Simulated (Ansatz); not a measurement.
MnO₃F⁺. The state is a doublet with charge 1. Geometry B3LYP-D4/def2-SVP, that of the neutral singlet.

```xyz
5

Mn   -0.0061   -0.0196   -0.0419
O     1.0117    0.6032   -1.0264
O     0.2324   -1.5423    0.0909
O    -1.4533    0.2623   -0.5100
F     0.2153    0.6964    1.4875
```

At r2SCAN-D4/def2-TZVP, PBE0-D4/def2-TZVP the charge 1 doublet is spin-contaminated (final ⟨S²⟩ up to 1.02, 0.75 for a pure state).

(1) Estimate the α-spin orbital energies around the gap (eV) in Ansatz with PBE-D4/def2-TZVP, r2SCAN-D4/def2-TZVP, PBE0-D4/def2-TZVP.

Results:

(1) 
```tsv
orbital	PBE-D4/def2-TZVP	r2SCAN-D4/def2-TZVP	PBE0-D4/def2-TZVP
HOMO−5	-18.04	-18.59	-20.09
HOMO−4	-18.02	-18.59	-20.09
HOMO−3	-18.02	-18.56	-19.98
HOMO−2	-17.38	-18.16	-19.84
HOMO−1	-16.98	-17.47	-18.82
HOMO	-16.98	-17.47	-18.82
LUMO	-13.92	-14.07	-13.01
LUMO+1	-13.92	-14.07	-13.01
LUMO+2	-12.70	-12.79	-11.79
LUMO+3	-11.75	-11.83	-10.87
LUMO+4	-11.74	-11.83	-10.87
LUMO+5	-5.53	-4.81	-4.81
β HOMO	-16.65	-16.94	-17.98
β LUMO	-15.90	-15.70	-14.55
```
